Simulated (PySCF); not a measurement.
B (boron, neutral): UHF calculation

Configuration: [He] 2s2 2p1, 2P determinant. Computed with PySCF 2.14 in x2c-SVPall, with scalar relativity by spin-free X2C-1e.

* Total energy: -24.507213 hartree
* One-electron energy: -32.3326 hartree
* Hartree (Coulomb) energy: 11.5869 hartree
* Exchange energy: -3.7615 hartree
* ⟨S²⟩: 0.7556
* ⟨L²⟩: 2.013
* Sum of ⟨r⟩: 6.822 bohr
* Sum of ⟨r²⟩: 15.81 bohr²
* Traceless quadrupole moment −½Σ⟨3z² − r²⟩ along its main axis: -2.35 e·bohr²
* Langevin diamagnetic susceptibility: -12.5 ×10⁻⁶ cm³/mol
* Time after the integrals: 0.04 s of wall time on 1 thread of Neoverse-V2 (shared host)

```csv
shell,electrons,mean orbital energy (eV),"rms radius, mean of both spins (bohr)"
1s α,1,-209.60,0.379
1s β,1,-209.14,0.379
2s α,1,-14.585,2.20
2s β,1,-11.894,2.20
2p α,1,-8.717,2.42
```
